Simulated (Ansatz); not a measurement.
One change: `[O]=[Mo]([F])(=[S])[Cl]` becomes `[O]=[W]([F])(=[S])[Cl]`.

Ansatz, PBE0-D4/def2-TZVP geometries, multiplicity 1. 

Elements past krypton have def2 core potentials.

| property | `[O]=[Mo]([F])(=[S])[Cl]` |
| --- | --- |
| size of the dipole moment (PBE/def2-TZVPP) / D | 0.78 |
| size of the dipole moment (ωB97M-V/def2-TZVPP) / D | 0.75 |
| HOMO energy (PBE0/def2-TZVPP) / eV | -8.43 |
| LUMO energy (PBE0/def2-TZVPP) / eV | -3.77 |
| HOMO–LUMO gap (B3LYP/def2-TZVPP) / eV | 4.23 |
| ideal-gas entropy at 298 K and 1 bar (rigid rotor, harmonic PBE0-D4/def2-TZVP) / J/(mol·K) | 344 |

Problem. Give the same properties after the change, and the shifts. (Estimate.)

Solution. Computed: 
```
                                                                                  property  `[O]=[W]([F])(=[S])[Cl]`  shift
                                            size of the dipole moment (PBE/def2-TZVPP) / D                      1.35   0.57
                                        size of the dipole moment (ωB97M-V/def2-TZVPP) / D                      1.38   0.63
                                                        HOMO energy (PBE0/def2-TZVPP) / eV                     -8.28   0.15
                                                        LUMO energy (PBE0/def2-TZVPP) / eV                     -3.25   0.52
                                                     HOMO–LUMO gap (B3LYP/def2-TZVPP) / eV                      4.59   0.36
ideal-gas entropy at 298 K and 1 bar (rigid rotor, harmonic PBE0-D4/def2-TZVP) / J/(mol·K)                       350      6
```

With PBE0 the HOMO rises by 0.15 eV and the LUMO rises by 0.52 eV, so the gap widens by about 0.37 eV. PBE moves the HOMO by 0.14 eV and ωB97M-V by 0.16 eV. Dipoles are sizes alone; their direction can turn.

B3LYP here is the variant with VWN-RPA as its local correlation; programs differ in this.
